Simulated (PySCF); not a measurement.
Computed shifts of a molecule C₃H₅ClOSi, B3LYP/pcSseg-1 (PySCF), GIAO, gas phase, atoms alike by connectivity averaged where their shifts nearly agree, in ppm (number of nuclei): ¹³C: 79.4 (1), 75.4 (1), 15.6 (1). ²⁹Si: 2.4 (1). ¹H: 5.33 (1), 2.13 (1), 2.04 (1), 1.99 (1), 1.95 (1). References: ¹³C against TMS (σ = 181.3 ppm); ²⁹Si against TMS (σ = 338.7 ppm); ¹⁷O against H2O (σ = 333.8 ppm); ³⁵Cl against HCl (σ = 933.3 ppm); ¹H against TMS (σ = 31.68 ppm), references at their B3LYP-D3(BJ)/def2-TZVP geometries, non-relativistic (without spin–orbit terms, shifts of atoms bonded to Cl or Br come out too high). Coordinates come from a B3LYP-D3(BJ)/def2-SVP optimisation. Other conformers were not sampled.

Task: Pick the molecule that these values belong to.
A. Cl[Si@@H]1C=COC1
B. C#CC[Si@@H](O)Cl
C. [SiH3]OC=C=CCl
D. C[Si@]1(Cl)C=CO1

Result: B, C#CC[Si@@H](O)Cl
